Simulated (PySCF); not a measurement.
Stationary points of SbBr₂

Method: PySCF, PBE0, basis Sb def2-SVP with ECP28, Br def2-SVP (scalar-relativistic core potentials, no spin–orbit coupling, density fitting).

Relaxations began from a few typed shapes; open shells are unrestricted. The search is not exhaustive: other isomers or separated fragments can lie lower, and high-lying points may rest on an excited occupation.

```
   spin  group               bonds           angles  imaginary modes (cm⁻¹)  ΔE (kJ/mol)  ΔE with ZPE (kJ/mol)
doublet    C2v  Sb–Br 2.516 Å (×2)  Br–Sb–Br 100.1°                    none          0.0                   0.0
doublet    D∞h  Sb–Br 2.621 Å (×2)  Br–Sb–Br 180.0°                    104i        136.8                     –
```

The lowest minimum found is the doublet C2v: Sb–Br 2.516 Å (×2); Br–Sb–Br 100.1°.

For the lowest minimum: no spin–orbit coupling is included, which matters more the heavier the element.

The electron or spin density has lower symmetry than the nuclear frame for the doublet D∞h at 136.8 kJ/mol.
